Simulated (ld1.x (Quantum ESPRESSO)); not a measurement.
## How hard is this oxygen ultrasoft potential?

ld1.x (Quantum ESPRESSO) 7.5 input, shortened:

```
&input
   title='O', zed=8., rel=0, dft='BLYP', iswitch=3,
   config='[He] 2s2 2p4 3d-2'
 /
 &inputp
   pseudotype=3, tm=.true., lloc=-2, rcloc=1.05,
   nlcc=.true., rcore=0.75
 /
5
2S  1  0   2.00   0.00  0.70  0.80  0.0
2S  1  0   0.00  -1.45  0.70  0.80  0.0
2P  2  1   4.00   0.00  0.90  1.15  0.0
2P  2  1   0.00  -0.35  0.90  1.15  0.0
3D  3  2  -2.00  -0.05  0.85  0.95  0.0
 &test
   configts(1)='2s2 2p4'
 /
```

The pseudo-atom Hamiltonian at the reference potential is diagonalised in spherical Bessel functions j_l(qr) that vanish at 20 bohr, with q² up to the cutoff. All-electron valence levels (Ry): 2s -1.7481, 2p -0.6637.

Task: How do the lowest levels (Ry) of each channel move with the cutoff, and are there ghosts?

Result:

| cutoff (Ry) | s #1 | p #1 | d #1 | d #2 | f #1 | Σ f·Δε (mRy) |
| --- | --- | --- | --- | --- | --- | --- |
| 8 | -1.6761 | -0.0785 | 0.0770 | 0.1787 | 0.1204 | 2485.2 |
| 18 | -1.7213 | -0.3709 | 0.0770 | 0.1786 | 0.1204 | 1225.3 |
| 35 | -1.7368 | -0.6360 | 0.0770 | 0.1786 | 0.1204 | 133.7 |
| 50 | -1.7463 | -0.6617 | 0.0770 | 0.1786 | 0.1204 | 12.1 |
| 80 | -1.7479 | -0.6635 | 0.0770 | 0.1786 | 0.1204 | 1.6 |
| 120 | -1.7481 | -0.6638 | 0.0770 | 0.1786 | 0.1204 | 0.3 |
| 400 | -1.7482 | -0.6638 | 0.0770 | 0.1786 | 0.1204 | 0.0 |

Result: no extra level below or beside the all-electron valence levels (s, p, d, f tested); 10 mRy is reached at 55 Ry and 1 mRy at 100 Ry.

Its largest configuration-test error is +630 meV.
